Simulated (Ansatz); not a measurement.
A nudged elastic band was laid between two geometries of ClH + F3HSi (7 atoms, charge 0, multiplicity 1).

Computed with RKS PBE0-D4/def2-mTZVP (Ansatz).

```json
{"movable images": "5", "climbing image": "yes", "spring": "5.0 eV/Å²", "optimiser": "quadratic models (default)", "start path": "through a guess of the saddle point", "force threshold": "0.03 eV/Å", "iteration limit": "60", "end points": "relaxed"}
```

Initial state:

```xyz
7
Properties=species:S:1:pos:R:3
Si -0.968 0.040 -0.214
H -0.763 1.389 0.297
F -0.447 -0.112 -1.697
F -2.504 -0.333 -0.197
F -0.213 -1.033 0.679
H 2.290 -0.551 0.818
Cl 2.605 0.600 0.314
```

Final state:

```xyz
7
Properties=species:S:1:pos:R:3
Si -0.322 -0.373 -0.918
H 0.331 0.717 2.472
F -0.891 -0.969 -2.259
F -1.267 0.793 -0.448
F -0.340 -1.502 0.177
H 0.942 1.026 2.177
Cl 1.547 0.306 -1.201
```

What changes between the two ends?

Bonds broken: Si1–H2, H6–Cl7. Bonds formed: Si1–Cl7, H2–H6. ClH + F3HSi becomes ClF3Si + H2.

What energy profile does the band end with?

The forces met the threshold. The highest image is number 3 of 0 to 6, 44.2 kcal/mol above the first end and 59.7 kcal/mol above the last; the last end lies 15.6 kcal/mol below the first. Neighbouring images differ by up to 2.1 eV, so the band resolves the path poorly. A vibrational analysis at the climbing image gives one clearly imaginary mode, 984i cm⁻¹: a first-order saddle point. The orbitals stay closed-shell, which can raise the energy where a bond breaks towards radicals; this wasn't checked here.

```
image  path coordinate (Å)  energy (kcal/mol)  Si1–H2 (Å)  H6–Cl7 (Å)  Si1–Cl7 (Å)
    0                 0.00                0.0        1.46        1.30         3.65
    1                 1.30                1.0        1.46        1.29         3.54
    2                 2.60                4.5        1.46        1.30         3.32
    3                 3.91               44.2        1.66        1.63         2.37
    4                 5.39               -4.7        2.78        2.36         2.03
    5                 6.87              -15.4        3.79        3.33         2.01
    6                 8.36              -15.6        3.62        3.51         2.01
```

What is the geometry of the highest image?


```xyz
7
Properties=species:S:1:pos:R:3:forces:R:3
Si -0.360 -0.222 -0.188 0.00 0.00 0.00
H -0.033 1.062 0.812 0.00 0.00 0.00
F -0.251 -0.018 -1.746 0.00 0.00 0.00
F -1.876 0.211 0.065 0.00 0.00 0.00
F -0.361 -1.675 0.420 0.00 0.00 0.00
H 0.877 0.803 0.659 0.00 0.00 0.00
Cl 2.005 -0.161 -0.022 0.00 0.00 0.00
```

Time of the run: 5.1 min on 2 threads of Intel(R) Xeon(R) Platinum 8488C (Sapphire Rapids), on a shared host, peak memory 0.24 GiB.
